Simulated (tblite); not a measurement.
Species: C5H5N3O.
Numbering: `[CH3:1][c:2]1[cH:3][c:4]([CH:5]=[O:6])[n:7][n:8][n:9]1` (hydrogens: H10, H11, H12 on C1; H13 on C3; H14 on C5)

Geometry (GFN2-xTB, Å), atoms numbered from 1 in this order:
```xyz
14
C5H5N3O angstrom
C     -2.358   -0.333    0.043
C     -0.995    0.237   -0.121
C      0.167   -0.478    0.184
C      1.360    0.202   -0.030
C      2.683   -0.413    0.242
O      2.829   -1.529    0.660
N      1.361    1.455   -0.497
N      0.251    2.046   -0.755
N     -0.897    1.482   -0.582
H     -2.464   -1.228   -0.569
H     -3.100    0.402   -0.257
H     -2.523   -0.616    1.081
H      0.159   -1.490    0.561
H      3.526    0.263    0.019
```

Calculated harmonic vibrations of the isolated species, GFN2-xTB (tblite), most abundant isotopes, no scaling. Errors from tens to a few hundred cm⁻¹ against measured bands are possible. One conformer, not necessarily the lowest.

Harmonic wavenumbers (cm⁻¹): 45.4, 76.6, 108.2, 149.1, 161.0, 325.0, 330.6, 451.3, 469.3, 543.5, 647.5, 756.2, 802.9, 844.0, 925.4, 974.5, 994.4, 1015.0, 1055.7, 1085.1, 1125.7, 1251.3, 1313.8, 1349.0, 1376.1, 1391.2, 1446.4, 1452.9, 1482.4, 1510.8, 1766.3, 2830.0, 3015.4, 3025.6, 3069.7, 3087.7.

A = 3276, B = 1296, C = 934.0 MHz; mass 123.043 u (most abundant isotopes); point group Cs, symmetry number 1.

Zero-point energy?

Half the sum of the wavenumbers: 21127 cm⁻¹ = 60.41 kcal/mol.

Entropy at 500 K, 1 bar (ideal gas, RRHO, classical rotation)?

Translation 42.93, rotation 30.33, vibration 39.31: S = 112.6 cal/(mol K).

And Cp and H(500 K) − H(0)?

Cp = 44.88 cal/(mol K), of which vibrations give 36.93 (their classical limit is 36 R = 71.5); H(500 K) − H(0) = 13.73 kcal/mol without the zero-point energy, 9.75 from vibrations.

What must be added to the electronic energy to get the Gibbs energy at 500 K and 1 bar?

ZPE + [H(500 K) − H(0)] − T·S = 60.41 + 13.73 − 56.29 = 17.85 kcal/mol.

Blend soft modes into free rotors: weight 1/[1 + (100 cm⁻¹/ν̃)⁴] for the oscillator and the rest for a rotor with moment μB/(μ + B), μ = h/(8π²ν), B = 10⁻⁴⁴ kg m². What vibrational entropy results?

35.86 cal/(mol K) in place of 39.31, which changes −T·S at 500 K by +1.72 kcal/mol.

Hindered rotation and anharmonicity are outside this model. Other conformers, if any are populated, would add a mixing term that is left out.
